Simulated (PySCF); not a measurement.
Cartesian coordinates (Å):
```xyz
4

Cl     1.8902    -0.9704    -0.1743
Sn    -0.0010     0.2138     0.6048
Cl    -1.8840    -0.9820    -0.1765
H     -0.0052     1.7385    -0.2540
```
Charge 0, spin multiplicity 2.

### Question
Estimate the highest occupied spin orbital, dipole moment and total energy that PBE-D3(BJ)/def2-TZVP // B3LYP-D3(BJ)/def2-TZVP (PySCF) returns for this input.

### Answer

highest occupied spin orbital: -6.16 eV
dipole moment: 0.528 e·Å
total energy: -1135.0166 Ha
